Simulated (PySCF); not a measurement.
C2H6BO2, SMILES CO[B]OC (connectivity only; charge and spin as stated), charge +1, multiplicity 1. Atoms are numbered in the order given.

```xyz
11

C     -2.6232     0.0540    -0.1396
O     -1.2342    -0.1522     0.1469
B      0.0000     0.0000     0.1077
O      1.2342     0.1522     0.1469
C      2.6232    -0.0540    -0.1396
H     -2.7843    -0.1429    -1.2057
H     -3.1855    -0.6528     0.4798
H     -2.8741     1.0893     0.1187
H      2.8741    -1.0893     0.1187
H      2.7843     0.1429    -1.2057
H      3.1855     0.6528     0.4798
```
Charge +1, spin multiplicity 1.

Coordinates come from a PBE0-D3(BJ)/def2-SVP optimisation. The spin state was assumed, not searched. The isomer is the one that the SMILES or the coordinates give; other isomers of the formula were not compared. One conformer was computed; it need not be the lowest.

Two levels are set side by side: PBE/pcSseg-1 (PySCF) and PBE0/pcSseg-1 (PySCF). GIAO shifts against BF3 (¹¹B), H2O (¹⁷O), TMS (¹H), TMS (¹³C) at the same level; non-relativistic, no solvent, atoms listed together averaged. Differences are taken from unrounded values.

| quantity | PBE |
|---|---|
| δ(¹³C) of C1, C5 (ppm) | 70.4 |
| δ(¹⁷O) of O2, O4 (ppm) | 32.0 |
| δ(¹¹B) of B3 (ppm) | -17.7 |

Q: These are the PBE values. What does PBE0 give? (The exact figures need the calculation; the answer reports its results.)

A: 
```csv
quantity,PBE0,PBE minus PBE0
"δ(¹³C) of C1, C5 (ppm)",69.5,0.9
"δ(¹⁷O) of O2, O4 (ppm)",23.8,8.3
δ(¹¹B) of B3 (ppm),-14.2,-3.5
```

Rough cost on one machine, each run with all the roots and properties that it gave: PBE0 against PBE within a factor of 2.
